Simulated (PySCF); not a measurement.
Job file and geometry (Å, from GFN2-xTB) of an NMR shielding run on `C=C/C=[CH]/[Al]1[O]CC[O]1`, C$_{6}$H$_{9}$AlO$_{2}$, GIAO PBE0/pcSseg-1 NMR shielding, non-relativistic, gas phase in PySCF; density fitting, a coarse starting grid and PySCF grid level 2 are the driver's defaults:

```
$ OMP_NUM_THREADS=1 python probes_run.py task.json out

{"job": {"kind": "nmr", "xc": "PBE0", "basis": "pcSseg-1"}, "charge": 0, "multiplicity": 1}
C      4.169014     0.324294    -0.882989
C      3.080812    -0.343788    -1.254789
C      1.780164    -0.127381    -0.660681
C      0.665149    -0.790864    -1.001531
Al    -0.983160    -0.354023    -0.067458
O     -2.596960    -0.888968    -0.192975
C     -3.424275    -0.222127     0.722926
C     -2.581938     0.780190     1.595303
O     -1.237161     0.764297     1.198121
H      5.131744     0.148030    -1.331132
H      4.128202     1.073737    -0.109354
H      3.138100    -1.092850    -2.035000
H      1.735161     0.627984     0.115580
H      0.714654    -1.546821    -1.780532
H     -3.908582    -0.960342     1.370160
H     -4.196663     0.324858     0.172700
H     -2.976528     1.794649     1.479665
H     -2.646491     0.495443     2.650329
```

Question: What does the program print?

Answer: 
```
coarse grid: 15896 points
cycle   1  E = -626.0856199939  dE =  1.229e+00  |g| = 1.020e+00  |ddm| = 3.915e+00
cycle   2  E = -625.7963318662  dE =  2.893e-01  |g| = 1.612e+00  |ddm| = 1.871e+00
cycle   3  E = -626.2804567932  dE = -4.841e-01  |g| = 1.227e-01  |ddm| = 1.269e+00
cycle   4  E = -626.2833281964  dE = -2.871e-03  |g| = 4.948e-02  |ddm| = 1.280e-01
cycle   5  E = -626.2839262361  dE = -5.980e-04  |g| = 1.447e-02  |ddm| = 4.658e-02
cycle   6  E = -626.2839711504  dE = -4.491e-05  |g| = 6.327e-03  |ddm| = 1.702e-02
cycle   7  E = -626.2839822665  dE = -1.112e-05  |g| = 6.746e-04  |ddm| = 5.813e-03
cycle   8  E = -626.2839823418  dE = -7.535e-08  |g| = 3.977e-04  |ddm| = 7.482e-04
final grid: 149904 points
cycle   9  E = -626.3593538927  dE = -2.701e-05  |g| = 1.324e-02  |ddm| = 3.120e-02
cycle  10  E = -626.3593169653  dE =  3.693e-05  |g| = 1.957e-02  |ddm| = 1.980e-02
cycle  11  E = -626.3593879655  dE = -7.100e-05  |g| = 1.674e-03  |ddm| = 1.215e-02
cycle  12  E = -626.3593885838  dE = -6.183e-07  |g| = 1.963e-04  |ddm| = 1.323e-03
cycle  13  E = -626.3593885890  dE = -5.241e-09  |g| = 1.389e-04  |ddm| = 3.305e-04
cycle  14  E = -626.3593885942  dE = -5.213e-09  |g| = 3.341e-05  |ddm| = 1.409e-04
cycle  15  E = -626.3593885945  dE = -2.781e-10  |g| = 6.906e-06  |ddm| = 3.286e-05
converged SCF energy = -626.3593885945

GIAO shielding tensors (ppm)
atom      isotropic    diamagn.    paramagn.     s11        s22        s33       span
  0 C       56.125     252.827    -196.702    -52.206     58.995    161.586    213.792
  1 C       38.870     253.818    -214.948    -71.981     46.581    142.009    213.990
  2 C       19.482     257.355    -237.873   -108.672     25.425    141.693    250.365
  3 C       58.860     258.557    -199.697    -34.484     40.210    170.854    205.338
  4 Al     413.434     800.633    -387.200    336.412    379.979    523.910    187.498
  5 O      293.655     401.367    -107.712    177.242    329.505    374.219    196.977
  6 C      119.613     241.077    -121.464     91.999    106.166    160.674     68.674
  7 C      120.130     239.258    -119.128     93.293    106.043    161.052     67.759
  8 O      298.588     401.531    -102.943    182.462    336.510    376.793    194.331
  9 H       25.997      25.767       0.230     23.848     25.347     28.797      4.949
 10 H       25.978      31.534      -5.557     22.984     25.322     29.627      6.643
 11 H       25.058      29.583      -4.525     22.333     24.188     28.655      6.322
 12 H       24.397      36.767     -12.370     20.527     22.322     30.342      9.815
 13 H       25.721      33.213      -7.491     24.088     24.966     28.110      4.022
 14 H       27.380      27.380       0.000     23.032     25.907     33.200     10.168
 15 H       27.373      27.512      -0.139     22.927     25.900     33.293     10.366
 16 H       27.412      28.183      -0.771     22.984     25.971     33.281     10.297
 17 H       27.408      28.216      -0.808     22.861     25.971     33.391     10.530
```

Size and cost of the density-fitted run: 205 basis functions, 37 s wall time on 1 thread of an Arm Neoverse V1, shared host; peak memory 0.91 GiB.
